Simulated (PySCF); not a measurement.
N-methylmethanimine cation (C₂H₅N), SMILES C=NC (connectivity only; charge and spin as stated), charge +1, multiplicity 2. The structure is a stationary point at PBE-D3(BJ)/def2-TZVP. The multiplicity is an assumed one; other spin states were not compared.

Level of theory: PySCF 2.14.0 with PBE-D3(BJ)/def2-TZVP.

Harmonic wavenumbers (cm⁻¹): 134, 224, 351, 907, 938, 974, 1061, 1070, 1315, 1332, 1336, 1387, 1807, 2854, 2893, 2991, 2998, 3044. Rotational constants (GHz): 88.20, 8.866, 8.507; symmetry number 1.

Question: Work out the zero-point energy and the ideal-gas rigid-rotor harmonic-oscillator thermochemistry at 298.15 K and 1 atm.

Answer: ZPE = ½ Σ hcν = ½ × 27617 cm⁻¹ = 39.48 kcal/mol. H − E(el) = 42.98 kcal/mol. Entropy in cal/(mol K): translation 37.21, rotation 21.41, vibration 6.57, spin 1.38, total 66.56. G − E(el) = 23.13 kcal/mol. Cp = 15.76 cal/(mol K). Modes under 150 cm⁻¹ make the vibrational entropy uncertain.
